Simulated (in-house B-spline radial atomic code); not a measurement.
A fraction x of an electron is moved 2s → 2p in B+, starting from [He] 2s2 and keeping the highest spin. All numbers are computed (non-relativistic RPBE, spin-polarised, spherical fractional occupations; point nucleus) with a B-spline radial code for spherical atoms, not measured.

| x | E(x) - E(0) (eV) | 2s down level (eV) | 2p up level (eV) |
| --- | --- | --- | --- |
| 0 | 0.0000 | -19.536 | - |
| 0.125 | 0.7499 | -19.302 | -13.527 |
| 0.25 | 1.4432 | -19.039 | -13.723 |
| 0.375 | 2.0780 | -18.742 | -13.904 |
| 0.5 | 2.6521 | -18.411 | -14.067 |
| 0.625 | 3.1637 | -18.051 | -14.211 |
| 0.75 | ? | ? | ? |
| 0.875 | ? | ? | ? |
| 1 | 4.3398 | - | -14.543 |

Q: What belongs in the row x = 0.75?

A: An energy change of 3.6126 eV; 2s down at -17.686 eV, 2p up at -14.335 eV.

Q: What belongs in the row x = 0.875?

A: An energy change of 4.0061 eV; 2s down at -17.424 eV, 2p up at -14.439 eV.

Q: Check Janak's theorem between x = 0.125 and 0.25.

A: The slope of the energy is 5.55 eV; the orbital levels give 5.55 eV (ε of the receiving orbital less ε of the emptying one, averaged over the two points).
